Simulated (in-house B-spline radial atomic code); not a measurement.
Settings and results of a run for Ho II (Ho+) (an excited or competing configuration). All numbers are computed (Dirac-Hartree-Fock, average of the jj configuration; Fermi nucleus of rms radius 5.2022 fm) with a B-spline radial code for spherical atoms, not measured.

In the input, a minus or plus after the letter marks the j = l - 1/2 or j = l + 1/2 subshell.

Command:
```bash
python run_scf.py task.json out
```
Settings (nuclear radius in fm, mass in u):
```
Z                67
configuration    1s2 2s2 2p6 3s2 3p6 3d10 4s2 4p6 4d10 4f-3 4f+7 5s2 5p6 6s1 10g-1
hamiltonian      dirac
method           hf
spin_polarised   False
nucleus          fermi
rms_radius       5.2022
atomic_mass      164.93033
speed_of_light   137.035999084
```

Output (hartree, bohr):
```
 radial grid: 95 intervals, B-splines of order 8, outer radius 294.8 bohr

 iter        energy (Eh)    residual
    1      -12618.284706    6.20e-01
    2      -12618.137865    3.36e-01
    3      -12620.709718    2.07e-02
    4      -12620.717495    8.34e-03
    5      -12620.718791    1.72e-03
    6      -12620.718877    2.04e-03
    7      -12620.718958    4.66e-04
    8      -12620.718963    1.87e-05
    9      -12620.718963    6.85e-06
   10      -12620.718963    5.53e-07

 total energy                    -12620.71896
 kinetic                           13882.1975
 electron-nucleus                 -31125.5660
 electron-electron                  4622.6495

 first-order corrections (not in the total)
   Gaunt                            13.5885
   retardation                      -1.4333
   frequency dependence             -0.2000
   self-energy                       9.6215
   Uehling                          -1.6245
   Wichmann-Kroll                    0.0553
   recoil                            0.0267

 orbital      occ     eigenvalue          <r>       <r^2>       <1/r>       r_max    small
 1s1/2      2.000     -2057.0396    0.0207361 0.000588088     76.0364     0.01312  6.27e-02
 2s1/2      2.000      -349.3450    0.0874633  0.00909813     18.2681     0.07472  1.40e-02
 2p1/2      2.000      -331.7314    0.0729889  0.00659786        18.2     0.05632  1.40e-02
 2p3/2      4.000      -300.1629    0.0801143  0.00781516     15.8758      0.0624  1.29e-02
 3s1/2      2.000       -80.7103     0.228713   0.0599274     6.69679       0.211  4.51e-03
 3p1/2      2.000       -72.9944     0.218758   0.0556949     6.60031      0.1989  4.44e-03
 3p3/2      4.000       -66.3069     0.232119    0.062515     6.01018      0.2115  4.13e-03
 3d3/2      4.000       -53.2494     0.205115   0.0494675     5.87896      0.1675  4.00e-03
 3d5/2      6.000       -51.8530     0.209455   0.0514687     5.73027      0.1711  3.90e-03
 4s1/2      2.000       -17.6156     0.518643    0.303554     2.77633       0.484  1.42e-03
 4p1/2      2.000       -14.4505     0.529136    0.318513     2.66525      0.4874  1.34e-03
 4p3/2      4.000       -12.9970      0.55827    0.354433     2.47462      0.5136  1.23e-03
 4d3/2      4.000        -7.7130     0.589983    0.403804     2.24692      0.5187  1.05e-03
 4d5/2      6.000        -7.5840     0.600776    0.418705     2.19938      0.5277  1.02e-03
 4f5/2      3.000        -1.3674     0.762035    0.742474     1.69141      0.5215  6.46e-04
 4f7/2      7.000        -1.3713     0.767981    0.753224     1.67636      0.5264  6.37e-04
 5s1/2      2.000        -3.0297      1.27395     1.82312     1.03746       1.138  2.82e-04
 5p1/2      2.000        -2.0473      1.41618     2.26963    0.923453       1.235  2.28e-04
 5p3/2      4.000        -1.8499      1.50394     2.55942     0.86047       1.309  2.04e-04
 6s1/2      1.000        -0.6825      3.34059     12.4181    0.373917        3.01  4.27e-05
 10g7/2     1.000        -0.0200      69.9075     5499.14   0.0200699        81.5  5.36e-07
```

Time taken, with all properties: 8.7 s on 1 thread of Arm Neoverse V2, on a shared host.

For the Dirac Hamiltonian the kinetic term is c α·p + (β - 1)c².
